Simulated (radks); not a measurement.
Values are calculated unless marked as measured or tabulated.
Problem. Co22+, configuration [He] 2s2 2p1. Code: a radial shooting solver on a logarithmic mesh with Libxc functionals. Model: non-relativistic Kohn-Sham, PBE, spin-polarised, spherical densities, point nucleus; open shells are filled with parallel spins first. Some entries of the table are withheld. Estimate them.

| orbital | occ. | eigenvalue (hartree) | <r> (bohr) |
|---|---|---|---|
| 1s up | 1 | -325.4959 | 0.05663 |
| 1s down | 1 | -325.2466 | 0.05659 |
| 2s up | 1 | (1) | 0.2378 |
| 2s down | 1 | (2) | 0.2386 |
| 2p up | 1 | (3) | 0.2030 |
| 2p down | 0 | (4) | 0.2037 |
| 3s up | 0 | (5) | 0.5547 |
| 3s down | 0 | (6) | 0.5563 |
| 3p up | 0 | -29.28964 | 0.5254 |
| 3p down | 0 | -29.15252 | 0.5272 |

Solution. 
(1) 2s up eigenvalue (hartree): -71.87748
(2) 2s down eigenvalue (hartree): -71.41524
(3) 2p up eigenvalue (hartree): -69.44354
(4) 2p down eigenvalue (hartree): -68.89077
(5) 3s up eigenvalue (hartree): -30.07486
(6) 3s down eigenvalue (hartree): -29.94954
